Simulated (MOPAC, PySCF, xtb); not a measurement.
Dissociation curve of SMILES C=S. The C1–S4 bond (C1 also carries H, H; S4 carries nothing else) is varied alone, starting from the PBE0/def2-TZVP optimised geometry.

- UKS-B3LYP/6-31G* = unrestricted B3LYP/6-31G*, spherical d (PySCF)
- GFN1-xTB (xtb)
- PM7, restricted, heats of formation (MOPAC)
- UCCSD(T) = CCSD(T) on UHF/6-31G, 6 core orbitals frozen run with PySCF 2.14.0

Energies relative to the lowest point of each curve near equilibrium, in kJ/mol; the last columns give the difference from UCCSD(T):

```json
[
 {"R / Å": "1.21", "UKS-B3LYP/6-31G*": "753.3", "GFN1-xTB": "902.0", "PM7": "448.5", "UCCSD(T)": "929.6", "UKS-B3LYP/6-31G* − UCCSD(T)": "-176.4", "GFN1-xTB − UCCSD(T)": "-27.6", "PM7 − UCCSD(T)": "-481.2"},
 {"R / Å": "1.29", "UKS-B3LYP/6-31G*": "412.4", "GFN1-xTB": "474.2", "PM7": "241.8", "UCCSD(T)": "544.4", "UKS-B3LYP/6-31G* − UCCSD(T)": "-132.1", "GFN1-xTB − UCCSD(T)": "-70.3", "PM7 − UCCSD(T)": "-302.6"},
 {"R / Å": "1.36", "UKS-B3LYP/6-31G*": "221.7", "GFN1-xTB": "246.1", "PM7": "123.8", "UCCSD(T)": "320.1", "UKS-B3LYP/6-31G* − UCCSD(T)": "-98.4", "GFN1-xTB − UCCSD(T)": "-74.1", "PM7 − UCCSD(T)": "-196.4"},
 {"R / Å": "1.45", "UKS-B3LYP/6-31G*": "78.8", "GFN1-xTB": "83.1", "PM7": "36.7", "UCCSD(T)": "140.1", "UKS-B3LYP/6-31G* − UCCSD(T)": "-61.3", "GFN1-xTB − UCCSD(T)": "-57.0", "PM7 − UCCSD(T)": "-103.5"},
 {"R / Å": "1.49", "UKS-B3LYP/6-31G*": "42.2", "GFN1-xTB": "43.2", "PM7": "16.0", "UCCSD(T)": "89.0", "UKS-B3LYP/6-31G* − UCCSD(T)": "-46.8", "GFN1-xTB − UCCSD(T)": "-45.8", "PM7 − UCCSD(T)": "-73.0"},
 {"R / Å": "1.56", "UKS-B3LYP/6-31G*": "7.1", "GFN1-xTB": "6.6", "PM7": "0.0", "UCCSD(T)": "31.7", "UKS-B3LYP/6-31G* − UCCSD(T)": "-24.6", "GFN1-xTB − UCCSD(T)": "-25.2", "PM7 − UCCSD(T)": "-31.7"},
 {"R / Å": "1.60", "UKS-B3LYP/6-31G*": "0.0", "GFN1-xTB": "0.0", "PM7": "0.2", "UCCSD(T)": "13.3", "UKS-B3LYP/6-31G* − UCCSD(T)": "-13.3", "GFN1-xTB − UCCSD(T)": "-13.3", "PM7 − UCCSD(T)": "-13.0"},
 {"R / Å": "1.65", "UKS-B3LYP/6-31G*": "1.2", "GFN1-xTB": "2.6", "PM7": "8.0", "UCCSD(T)": "1.4", "UKS-B3LYP/6-31G* − UCCSD(T)": "-0.2", "GFN1-xTB − UCCSD(T)": "1.2", "PM7 − UCCSD(T)": "6.6"},
 {"R / Å": "1.71", "UKS-B3LYP/6-31G*": "14.0", "GFN1-xTB": "17.7", "PM7": "26.3", "UCCSD(T)": "0.0", "UKS-B3LYP/6-31G* − UCCSD(T)": "14.0", "GFN1-xTB − UCCSD(T)": "17.7", "PM7 − UCCSD(T)": "26.3"},
 {"R / Å": "1.74", "UKS-B3LYP/6-31G*": "24.1", "GFN1-xTB": "28.9", "PM7": "38.3", "UCCSD(T)": "3.4", "UKS-B3LYP/6-31G* − UCCSD(T)": "20.6", "GFN1-xTB − UCCSD(T)": "25.5", "PM7 − UCCSD(T)": "34.9"},
 {"R / Å": "1.86", "UKS-B3LYP/6-31G*": "80.3", "GFN1-xTB": "90.1", "PM7": "100.9", "UCCSD(T)": "36.0", "UKS-B3LYP/6-31G* − UCCSD(T)": "44.4", "GFN1-xTB − UCCSD(T)": "54.2", "PM7 − UCCSD(T)": "65.0"},
 {"R / Å": "1.96", "UKS-B3LYP/6-31G*": "137.5", "GFN1-xTB": "152.6", "PM7": "165.0", "UCCSD(T)": "77.3", "UKS-B3LYP/6-31G* − UCCSD(T)": "60.1", "GFN1-xTB − UCCSD(T)": "75.2", "PM7 − UCCSD(T)": "87.7"},
 {"R / Å": "2.16", "UKS-B3LYP/6-31G*": "248.4", "GFN1-xTB": "286.2", "PM7": "305.5", "UCCSD(T)": "173.9", "UKS-B3LYP/6-31G* − UCCSD(T)": "74.6", "GFN1-xTB − UCCSD(T)": "112.3", "PM7 − UCCSD(T)": "131.7"},
 {"R / Å": "2.43", "UKS-B3LYP/6-31G*": "375.3", "GFN1-xTB": "452.6", "PM7": "461.3", "UCCSD(T)": "287.6", "UKS-B3LYP/6-31G* − UCCSD(T)": "87.7", "GFN1-xTB − UCCSD(T)": "165.0", "PM7 − UCCSD(T)": "173.7"},
 {"R / Å": "2.66", "UKS-B3LYP/6-31G*": "452.3", "GFN1-xTB": "561.5", "PM7": "536.2", "UCCSD(T)": "352.0", "UKS-B3LYP/6-31G* − UCCSD(T)": "100.3", "GFN1-xTB − UCCSD(T)": "209.4", "PM7 − UCCSD(T)": "184.2"},
 {"R / Å": "2.85", "UKS-B3LYP/6-31G*": "541.9", "GFN1-xTB": "625.1", "PM7": "573.9", "UCCSD(T)": "385.3", "UKS-B3LYP/6-31G* − UCCSD(T)": "156.6", "GFN1-xTB − UCCSD(T)": "239.9", "PM7 − UCCSD(T)": "188.6"},
 {"R / Å": "3.17", "UKS-B3LYP/6-31G*": "574.4", "GFN1-xTB": "686.4", "PM7": "607.6", "UCCSD(T)": "412.6", "UKS-B3LYP/6-31G* − UCCSD(T)": "161.8", "GFN1-xTB − UCCSD(T)": "273.8", "PM7 − UCCSD(T)": "195.0"},
 {"R / Å": "3.52", "UKS-B3LYP/6-31G*": "590.9", "GFN1-xTB": "707.3", "PM7": "622.1", "UCCSD(T)": "422.3", "UKS-B3LYP/6-31G* − UCCSD(T)": "168.6", "GFN1-xTB − UCCSD(T)": "284.9", "PM7 − UCCSD(T)": "199.8"},
 {"R / Å": "3.93", "UKS-B3LYP/6-31G*": "600.0", "GFN1-xTB": "713.4", "PM7": "628.4", "UCCSD(T)": "425.8", "UKS-B3LYP/6-31G* − UCCSD(T)": "174.1", "GFN1-xTB − UCCSD(T)": "287.6", "PM7 − UCCSD(T)": "202.6"},
 {"R / Å": "4.27", "UKS-B3LYP/6-31G*": "603.7", "GFN1-xTB": "—", "PM7": "630.9", "UCCSD(T)": "427.0", "UKS-B3LYP/6-31G* − UCCSD(T)": "176.7", "GFN1-xTB − UCCSD(T)": "—", "PM7 − UCCSD(T)": "203.8"},
 {"R / Å": "4.85", "UKS-B3LYP/6-31G*": "606.6", "GFN1-xTB": "—", "PM7": "633.4", "UCCSD(T)": "427.9", "UKS-B3LYP/6-31G* − UCCSD(T)": "178.7", "GFN1-xTB − UCCSD(T)": "—", "PM7 − UCCSD(T)": "205.5"},
 {"R / Å": "5.65", "UKS-B3LYP/6-31G*": "607.4", "GFN1-xTB": "—", "PM7": "635.3", "UCCSD(T)": "428.2", "UKS-B3LYP/6-31G* − UCCSD(T)": "179.1", "GFN1-xTB − UCCSD(T)": "—", "PM7 − UCCSD(T)": "207.0"}
]
```

UKS-B3LYP/6-31G* is furthest from UCCSD(T) at 5.65 (179.1 kJ/mol, above); its mean absolute difference over the points is 97.7 kJ/mol.

GFN1-xTB is furthest from UCCSD(T) at 3.93 (287.6 kJ/mol, above); its mean absolute difference over the points is 108.4 kJ/mol.

PM7 is furthest from UCCSD(T) at 1.21 (-481.2 kJ/mol, below); its mean absolute difference over the points is 150.6 kJ/mol.

Dashes: no converged value, or the column stops at the first point that the program doubted or that broke a chosen test of continuity, which isn't proof of a fault.

The unrestricted determinant behind UKS-B3LYP/6-31G* is spin-contaminated at 1.96 to 5.65 Å (<S²> up to 1.8, against 0.00 for a pure singlet). The restricted form behind PM7 keeps the bonding electrons paired and can't separate into open-shell fragments. The unrestricted solution behind UCCSD(T) changes between 2.16 and 2.43 Å, which can leave a kink. The unrestricted determinant behind UCCSD(T) is spin-contaminated at 1.56 to 5.65 Å (<S²> up to 2.0, against 0.00 for a pure singlet).
